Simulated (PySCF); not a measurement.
# Reading the logs of faulty runs: AlBH4N2

These are calculations, not measurements. They come from PySCF 2.14.0, an open-source quantum chemistry program, on an isolated molecule that a program drew, which may never have been made. The molecule is AlBH4N2 (charge 0, singlet), drawn as the SMILES string `NB=[N][AlH2]`.

Each row is a Hartree-Fock (HF) and frozen-core CCSD(T) single point in the cc-pV(D+d)Z basis, meant for a local HF minimum. Run 1 is clean. Each other run has one planted mistake out of seven kinds, and not every kind appears here: one electron removed, one electron added, multiplicity raised by two, geometry at a saddle point, minimal basis STO-3G, one bond length entered in bohr, all coordinates scaled. The reference is restricted for singlets and unrestricted otherwise, and also for a bond in bohr. Adding or removing an electron swaps singlet and doublet. Electrons count all cores. HOMO and LUMO are orbital energies over both spins, the gradient is its largest component, and the lowest frequency (negative if imaginary) is given only where the gradient is small. Bond lengths are over the 7 bonds as drawn. T1 is the CCSD diagnostic: over 0.02 (restricted) or 0.045 (unrestricted) a single reference is doubtful.

Geometry of the clean run:
```xyz
8
AlBH4N2, angstrom
N     0.5884   -2.1533    0.3232
B     0.1812   -1.7443   -0.9384
N    -0.1695   -1.3540   -2.0841
Al   -0.6528   -0.8061   -3.6770
H     0.0555   -1.9071    1.1317
H     1.1282   -2.9863    0.4359
H    -1.7498    0.3223   -3.8291
H     0.0033   -1.4416   -4.9676
```

```
run  electrons  basis functions  <S^2>  HOMO (eV)  LUMO (eV)  gradient (hartree/bohr)  lowest frequency (cm^-1)  mean bond (Å)  longest bond (Å)      T1  HF (hartree)  CCSD(T) (hartree)                          mistake
  1         36               85  0.000     -10.27       2.12                  3.2e-05                        96         1.3658             1.752  0.0145    -377.92421         -378.43922                         no fault
  2         36               85  0.849     -10.32       0.70                  2.7e-02                         -         1.4927             1.888  0.0786    -377.77751         -378.28731  one bond length entered in bohr
  3         35               85  0.782     -15.61      -6.71                  1.2e-01                         -         1.3658             1.752  0.0372    -377.61949         -378.09673             one electron removed
  4         36               85  0.000     -10.53       2.44                  1.1e-01                         -         1.2551             1.611  0.0119    -377.85060         -378.34913           all coordinates scaled
  5         36               85  0.000     -10.25       2.15                  5.2e-05                      -187         1.3647             1.752  0.0145    -377.92413         -378.43898                                ?
```

**Which mistake was planted in run 5, and what did it cost?**

The gradient is small, so the point is stationary, but the lowest frequency is imaginary (-187 cm^-1). So the mistake is: geometry at a saddle point. Subtracting run 1 and multiplying by 627.51 kcal/mol a hartree, the energy moved by 0.1 kcal/mol in HF and 0.2 kcal/mol in CCSD(T).

Cautions from the logs. Run 2: T1 is over the limit, so its CCSD(T) energy is less reliable.
